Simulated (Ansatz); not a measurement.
PBE exchange is replaced step by step with exact exchange (0 % is PBE, 25 % PBE0; no dispersion term), basis def2-TZVP, Ansatz. System: the cluster Pd₂O⁺. Total charge 1; doublet. Geometry: PBE-D4/def2-TZVP.

Geometry of the doublet:

Cartesian coordinates in Å:
```
Pd -1.0363 -1.2251 -0.9280
Pd 1.0357 1.2247 0.9292
O 0.0006 0.0004 -0.0012
```

In the def2 sets Pd takes a core potential; there is no spin–orbit coupling. At PBE-D4/def2-TZVP, PBE with 5 % exact exchange/def2-TZVP, PBE with 10 % exact exchange/def2-TZVP, PBE with 15 % exact exchange/def2-TZVP and others the charge 1 doublet is spin-contaminated (final ⟨S²⟩ up to 1.76, 0.75 for a pure state). The geometry of the doublet was relaxed on an unsound state (⟨S²⟩ 1.76, where a pure state has 0.75). At PBE0-D4/def2-TZVP a quartet of charge 1 lies 0.25 eV below the doublet, each at its own geometry. The structure comes from a short search, and lower isomers may exist.

HOMO and LUMO are taken over both spins.

```tsv
exact exchange (%)	HOMO (eV)	LUMO (eV)	gap (eV)	⟨S²⟩
0	-10.67	-10.35	0.31	1.756
5	-10.89	-10.17	0.73	1.758
10	-11.13	-9.98	1.15	1.761
15	-11.36	-9.74	1.62	1.764
25	-11.67	-8.74	2.93	1.507
35	-12.30	-8.08	4.23	1.610
50	-13.27	-7.04	6.23	1.683
```
